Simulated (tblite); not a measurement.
Record of a relaxation.

C3H11GeNSi.
SMILES with atom numbers: `[NH2:1][GeH2:2][SiH2:3][CH:4]1[CH2:5][CH2:6]1` (hydrogens: H7, H8 on N1; H9, H10 on Ge2; H11, H12 on Si3; H13 on C4; H14, H15 on C5; H16, H17 on C6)

Computed with GFN2-xTB (tblite), gas phase: L-BFGS steps from a force-field or distance-geometry start until the largest atomic force falls under 0.01 eV/Å. 6 of its 113 geometries are shown.

Step 0: E = -505.1021 eV, largest atomic force 1.375 eV/Å
```
atom  x, y, z in Å  |  force x, y, z in eV/Å
N1      3.227   -0.441    0.584    0.249   0.731   0.930
Ge2     1.678    0.616    0.359    0.027  -0.529   0.138
Si3     0.168   -0.729   -0.759    0.350  -0.407  -0.382
C4     -1.594   -0.173   -0.492   -0.547   0.133   0.386
C5     -1.912    0.941    0.469   -0.940   0.125   0.305
C6     -2.079   -0.493    0.925    0.478   0.564  -0.433
H7      4.065    0.165    0.524   -0.523  -0.670   0.151
H8      3.247   -0.895    1.532    0.027   0.602  -1.236
H9      1.183    1.038    1.759    0.249   0.232  -0.174
H10     1.931    1.865   -0.481    0.331   0.003   0.393
H11     0.501   -0.792   -2.203   -0.131  -0.014   0.236
H12     0.270   -2.081   -0.168   -0.035   0.022  -0.215
H13    -2.318   -0.315   -1.313    0.387  -0.045   0.623
H14    -2.891    1.465    0.362    1.119  -0.134  -0.177
H15    -1.089    1.562    0.898   -0.872  -0.651  -0.399
H16    -3.073   -0.951    0.961    0.560   0.390   0.485
H17    -1.321   -0.772    1.681   -0.729  -0.352  -0.628
```

Step 22: E = -505.5301 eV, largest atomic force 0.161 eV/Å
```
atom  x, y, z in Å  |  force x, y, z in eV/Å
N1      3.241   -0.317    0.594    0.074  -0.026  -0.009
Ge2     1.687    0.614    0.395   -0.068   0.045   0.006
Si3     0.164   -0.758   -0.757    0.146  -0.053  -0.043
C4     -1.623   -0.270   -0.428   -0.036  -0.033   0.014
C5     -1.946    0.910    0.440    0.002   0.060  -0.058
C6     -2.156   -0.463    0.968    0.001  -0.078  -0.089
H7      4.083    0.241    0.600    0.013  -0.076   0.094
H8      3.295   -0.994    1.344    0.009   0.050  -0.100
H9      1.250    1.189    1.751   -0.005  -0.022   0.018
H10     2.165    1.868   -0.313   -0.049  -0.045  -0.040
H11     0.410   -0.703   -2.207   -0.014   0.035   0.059
H12     0.321   -2.165   -0.344    0.020   0.048  -0.005
H13    -2.316   -0.466   -1.237   -0.049  -0.033   0.062
H14    -2.816    1.510    0.209    0.038  -0.001  -0.029
H15    -1.110    1.478    0.820   -0.018   0.117   0.080
H16    -3.166   -0.822    1.077   -0.123  -0.016   0.039
H17    -1.488   -0.839    1.729    0.058   0.027  -0.001
```

Step 45: E = -505.5674 eV, largest atomic force 0.093 eV/Å
```
atom  x, y, z in Å  |  force x, y, z in eV/Å
N1      3.290   -0.283    0.537    0.024   0.001   0.049
Ge2     1.702    0.610    0.422   -0.001   0.057   0.002
Si3     0.196   -0.768   -0.730   -0.052   0.067   0.037
C4     -1.604   -0.319   -0.382   -0.038   0.005   0.019
C5     -1.977    0.917    0.392    0.026   0.011  -0.063
C6     -2.175   -0.426    1.006    0.011  -0.007  -0.012
H7      4.087    0.246    0.866   -0.027   0.000  -0.022
H8      3.277   -1.156    1.045   -0.011  -0.007  -0.040
H9      1.312    1.189    1.795   -0.010  -0.045  -0.029
H10     2.100    1.866   -0.333    0.007  -0.039   0.042
H11     0.397   -0.595   -2.173    0.026  -0.010  -0.029
H12     0.407   -2.190   -0.417   -0.004   0.017   0.027
H13    -2.288   -0.583   -1.181   -0.002  -0.002   0.053
H14    -2.845    1.481    0.082    0.018  -0.039  -0.003
H15    -1.179    1.540    0.775    0.001  -0.012  -0.012
H16    -3.183   -0.798    1.117   -0.010   0.000   0.004
H17    -1.523   -0.719    1.817    0.044   0.002  -0.026
```

Step 67: E = -505.5851 eV, largest atomic force 0.047 eV/Å
```
atom  x, y, z in Å  |  force x, y, z in eV/Å
N1      3.275   -0.259    0.508   -0.006  -0.015   0.034
Ge2     1.680    0.624    0.450    0.012  -0.018   0.013
Si3     0.193   -0.741   -0.734    0.029   0.013  -0.003
C4     -1.615   -0.336   -0.394    0.036  -0.006   0.007
C5     -2.000    0.928    0.320    0.007  -0.007  -0.003
C6     -2.106   -0.379    1.027   -0.002   0.014   0.001
H7      4.033    0.173    1.018   -0.021   0.016  -0.033
H8      3.247   -1.235    0.769   -0.014   0.004   0.002
H9      1.262    1.083    1.854   -0.003  -0.023   0.041
H10     2.089    1.936   -0.180   -0.016   0.024  -0.020
H11     0.433   -0.615   -2.174   -0.001  -0.003  -0.045
H12     0.421   -2.147   -0.358   -0.009  -0.008  -0.016
H13    -2.317   -0.682   -1.143   -0.001   0.005   0.034
H14    -2.913    1.428    0.030    0.005   0.012  -0.020
H15    -1.212    1.607    0.621   -0.002   0.007  -0.019
H16    -3.090   -0.781    1.219    0.025  -0.009   0.030
H17    -1.385   -0.593    1.806   -0.038  -0.004  -0.003
```

Step 90: E = -505.5993 eV, largest atomic force 0.037 eV/Å
```
atom  x, y, z in Å  |  force x, y, z in eV/Å
N1      3.232   -0.258    0.492    0.023   0.018  -0.008
Ge2     1.617    0.582    0.520    0.025  -0.015   0.020
Si3     0.200   -0.758   -0.767    0.003   0.004  -0.012
C4     -1.601   -0.390   -0.366   -0.003  -0.003  -0.003
C5     -1.983    0.936    0.229   -0.008  -0.012  -0.011
C6     -2.042   -0.293    1.068    0.014  -0.011   0.000
H7      4.002    0.179    0.975    0.026   0.022   0.011
H8      3.238   -1.240    0.722   -0.003  -0.016   0.007
H9      1.190    0.885    1.964    0.000   0.006   0.013
H10     1.971    1.965    0.009   -0.010  -0.034   0.002
H11     0.436   -0.526   -2.198   -0.028  -0.006   0.006
H12     0.461   -2.183   -0.498   -0.015   0.025  -0.006
H13    -2.329   -0.825   -1.040   -0.008   0.011  -0.019
H14    -2.907    1.399   -0.085   -0.005  -0.003   0.003
H15    -1.191    1.645    0.438   -0.013   0.017  -0.030
H16    -3.006   -0.698    1.337   -0.014   0.017   0.006
H17    -1.295   -0.409    1.841    0.016  -0.020   0.022
```

Step 112: E = -505.6032 eV, largest atomic force 0.009 eV/Å
```
atom  x, y, z in Å  |  force x, y, z in eV/Å
N1      3.259   -0.254    0.498   -0.003  -0.001  -0.001
Ge2     1.619    0.539    0.549   -0.001  -0.005  -0.002
Si3     0.190   -0.760   -0.774    0.002   0.002   0.000
C4     -1.611   -0.404   -0.361    0.005   0.002  -0.003
C5     -1.993    0.938    0.197   -0.001  -0.001   0.000
C6     -2.030   -0.265    1.076   -0.001   0.000   0.000
H7      4.014    0.212    0.979    0.006  -0.002  -0.001
H8      3.297   -1.235    0.735    0.002   0.003   0.001
H9      1.198    0.818    2.001   -0.002  -0.003  -0.004
H10     1.938    1.932    0.050    0.002   0.006   0.003
H11     0.405   -0.477   -2.197    0.003   0.000  -0.008
H12     0.445   -2.194   -0.558   -0.003  -0.003   0.004
H13    -2.344   -0.861   -1.016    0.006   0.000   0.002
H14    -2.928    1.381   -0.114   -0.002  -0.002   0.002
H15    -1.206    1.663    0.362   -0.008  -0.003   0.003
H16    -2.990   -0.661    1.373   -0.001   0.007   0.002
H17    -1.270   -0.359    1.840   -0.005   0.001   0.002
```

Q: Summarise the path.

A: The energy falls by 48.34 kJ/mol from step 0 to step 112; nine tenths of that is first reached at step 33. It falls at every step. The largest force goes from 1.375 to 0.009 eV/Å. Among the bonds N1–Ge2 changes most, from 1.889 to 1.822 Å; the atoms move by 0.446 Å rms after alignment.

The cost below is that of the whole relaxation. Hardware: one thread, Intel Xeon at 2.70 GHz (x86_64), no GPU, shared host with 64 logical CPUs at a one-minute load of 61. Cost: 0.99 s of wall time.
